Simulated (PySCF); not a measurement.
# Frontier orbitals and the lowest excitations

Species: C6H8N2S.
Geometry (GFN2-xTB, Å), atoms numbered from 1 in this order:
```
atom  x, y, z in Å
C1    -2.3237   -0.8627   -0.0640
C2    -1.6077    0.4397   -0.0302
N3    -2.2634    1.5772   -0.0306
S4    -1.2097    2.8132    0.0101
N5     0.1370    1.9058    0.0293
C6    -0.1923    0.6305    0.0050
C7     0.8157   -0.4310    0.0145
C8     2.0945   -0.2210    0.7864
C9     2.1242   -0.2045   -0.7017
H10   -3.3951   -0.6848   -0.0812
H11   -2.0721   -1.4538    0.8158
H12   -2.0399   -1.4277   -0.9513
H13    0.4001   -1.4302   -0.0038
H14    2.5128   -1.0685    1.3080
H15    2.1998    0.7211    1.3009
H16    2.2497    0.7485   -1.1911
H17    2.5631   -1.0399   -1.2260
```

Computed with TDDFT PBE0/def2-SVPD, vertical, gas phase, core orbitals frozen in the response in PySCF 2.14.0, density-fitted response routines.

Frontier orbitals with the atoms that hold most of them (Löwdin shares over 4%, at most four atoms; ? is withheld):

| orbital | ε (eV) | atoms |
| --- | --- | --- |
| LUMO+2 | 0.58 | C1 18%, S4 14%, H13 11%, C7 8% |
| LUMO+1 | 0.32 | S4 72%, N5 10%, N3 10% |
| LUMO | -1.27 | ? |
| HOMO | -7.06 | S4 34%, C6 14%, C2 13%, C7 8% |
| HOMO-1 | -8.17 | ? |
| HOMO-2 | -8.43 | N5 29%, N3 24%, C2 11%, S4 9% |
| HOMO-3 | -8.74 | C8 21%, C9 21%, N5 13%, C7 10% |

(1) Which atoms hold the HOMO-1, and with what shares?

(2) Give the leading atoms of the LUMO.

(3) The HOMO–LUMO gap is 5.79 eV. Where does the response calculation put the lowest singlet, and from which orbitals?

(4) Give energy, strength and leading configuration of S1, S2, S3 and S5, and follow the Löwdin shares of the leading atoms from the occupied to the empty orbital.

Results:

(1) N3 (bonded to C and S) 42%; N5 (bonded to C and S) 36%; S4 (bonded to 2 N) 7%; C2 (bonded to 2 C and N) 4%. By element: nitrogen 79%, sulfur 7%, carbon 4% or more.

(2) N5 (bonded to C and S) 23%; S4 (bonded to 2 N) 23%; N3 (bonded to C and S) 22%; C6 (bonded to 2 C and N) 13%. By element: nitrogen 45%, sulfur 23%, carbon 13% or more.

(3) S1 is at 5.08 eV (f = 0.0000), 0.71 eV below the gap, made of HOMO-1→LUMO (99%). Its leading pair isn't HOMO and LUMO; the energies of that pair differ by 6.90 eV. Without the coupling terms of the response equations the lowest excitation would equal the gap.

(4) 
- S1 (5.08 eV, f 0.0000), HOMO-1→LUMO (99%): N3 42% → 22%, N5 36% → 23%, S4 7% → 23%
- S2 (5.11 eV, f 0.206), HOMO→LUMO (96%): S4 34% → 23%, C6 14% → 13%, N5 at most 9% → 23%
- S3 (5.89 eV, f 0.0004), HOMO→LUMO+1 (96%): S4 34% → 72%, C6 14% → at most 4%, N5 at most 9% → 10%
- S5 (6.37 eV, f 0.0053), HOMO-2→LUMO (91%): N5 29% → 23%, N3 24% → 22%, S4 9% → 23%

Löwdin shares depend on the basis, the more so with diffuse functions.

One conformer stands for the species.
